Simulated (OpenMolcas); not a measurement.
# Ti3+: ligand-field states by method

Ti3+ with 6 ligands (oxide) in tetragonal octahedral coordination (D4h) at 2.05 Å, the axial distance 2.029 Å. A charge of +1.5 e stands 2.8 Å behind each ligand. Ligand basis ANO-RCC-VDZP.

* Program: OpenMolcas
* Basis: ANO-RCC-VDZP [5s4p2d1f]
* Scalar Hamiltonian: DKH2, point nucleus
* Active space: 1 electron in 5 orbitals (3d)
* State averaging: 2S+1 = 2 even, 5 roots
* Spin-orbit coupling: RASSI with atomic mean-field integrals over the reference wave functions

I. CASSCF
II. SS-CASPT2, IPEA 0.25 Eh, imaginary shift 0.1 Eh (closed shells correlated: 3s 3p and the ligand valence shells)
III. SS-CASPT2, IPEA 0.25 Eh, imaginary shift 0.2 Eh (closed shells correlated: 3s 3p and the ligand valence shells)

Spin-free states (labels of D4, the rotations of D4h) in cm-1, each column counted from its own energy of the first state listed:

```
State  Degeneracy      I     II    III
  2B2           1      0      0      0
   2E           2    198     90     90
  2B1           1  11170  10990  10990
  2A1           1  11778  11550  11550
```

χT at 300 K: I 0.45, II 0.45, III 0.45 cm3 K/mol.

Over all roots computed the reference weight is 0.65 in II, 0.65 in III; a low but even weight reflects the number of correlated electrons. The oxide ions are held by bare point charges, a crude embedding. Ligand-to-metal charge-transfer states are missing. With metal d orbitals alone and no dynamic correlation the field as a rule comes out too small, by tens of per cent, by up to half for chloride and softer ligands (holds for I). With one d shell and no ligand orbital active, 10Dq can be off by a tenth or more (holds for II; III). No measured value stands beside these numbers; the geometry was imposed, not optimised, and the real ion may take another.
